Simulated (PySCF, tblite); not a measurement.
Species: C₉H₉N₃.
Numbering: `[CH2:1]=[CH:2][n:3]1[n:4][c:5]2[cH:6][cH:7][cH:8][c:9]([CH3:10])[c:11]2[n:12]1` (hydrogens: H13, H14 on C1; H15 on C2; H16 on C6; H17 on C7; H18 on C8; H19, H20, H21 on C10)

The geometry is computed with GFN2-xTB (gas phase).

Q: List the bond lengths, angles and torsions at this level.

A: 
| bond | length (Å) |
| --- | --- |
| C1=C2 | 1.324 |
| C2–N3 | 1.386 |
| N3–N4 | 1.313 |
| N4–C5 | 1.338 |
| C5–C6 | 1.401 |
| C6–C7 | 1.368 |
| C7–C8 | 1.410 |
| C8–C9 | 1.373 |
| C9–C10 | 1.495 |
| C9–C11 | 1.406 |
| C11–N12 | 1.338 |
| N3–N12 | 1.313 |
| C5–C11 | 1.433 |
| C1–H13 | 1.074 |
| C1–H14 | 1.076 |
| C2–H15 | 1.079 |
| C6–H16 | 1.078 |
| C7–H17 | 1.080 |
| C8–H18 | 1.081 |
| C10–H19, C10–H20, C10–H21 | 1.088 |

Bonds in one row agree within 0.01 Å and their mean is given. A selection of angles:
| angle | degrees |
| --- | --- |
| C1–C2–N3 | 122.8 |
| C2–N3–N4 | 122.8 |
| C2–N3–N12 | 120.5 |
| N4–N3–N12 | 116.7 |
| N3–N4–C5 | 104.2 |
| N4–C5–C6 | 131.7 |
| N4–C5–C11 | 107.5 |
| C6–C5–C11 | 120.8 |
| C5–C6–C7 | 116.8 |
| C6–C7–C8 | 122.3 |
| C7–C8–C9 | 122.8 |
| C8–C9–C10 | 123.3 |
| C8–C9–C11 | 115.9 |
| C10–C9–C11 | 120.9 |
| C9–C11–N12 | 131.1 |
| C5–C11–C9 | 121.5 |
| C5–C11–N12 | 107.4 |
| N3–N12–C11 | 104.2 |

Torsions: C1–C2–N3–N4 0° (synperiplanar). The mirror-image conformer, all signs reversed, is as good.

The 12 heavy atoms lie in one plane (0.002 Å rms). The 8 C–C bonds span 1.324 Å (C1=C2, drawn double) to 1.495 Å (C9–C10, drawn single), a spread of 0.171 Å. Of the pairs four or more bonds apart, N4···H14 is among the closest relative to their van der Waals radii: 2.53 Å, 92 % of the sum of Bondi's values. N3 (pyrrole-type nitrogen) is planar (angles 122.8°, 120.5° and 116.7°, sum 360.0°, 0.00 Å off the plane of its three neighbours). The 6-membered ring C5–C6–C7–C8–C9–C11 has internal angles of 115.9° to 122.8°; it is planar, 0.00 Å rms from its mean plane, widest ring torsion 0°. The 5-membered ring N3–N4–C5–C11–N12 has internal angles of 104.2° to 116.7°; it is planar, 0.00 Å rms from its mean plane, widest ring torsion 0°. The 3 C–N bonds span 1.338 Å (N4–C5, aromatic) to 1.386 Å (C2–N3, drawn single), a spread of 0.048 Å.

Point group: near Cs, missed by 0.18 Å at most; the miss may be what the optimiser left on a soft mode. GFN2-xTB frequencies show an imaginary mode (71i cm⁻¹), so the point is no minimum at that level. 2 starts were optimised and ended at 0.00 and 0.03 kcal/mol (GFN2-xTB); the lowest of these is shown.
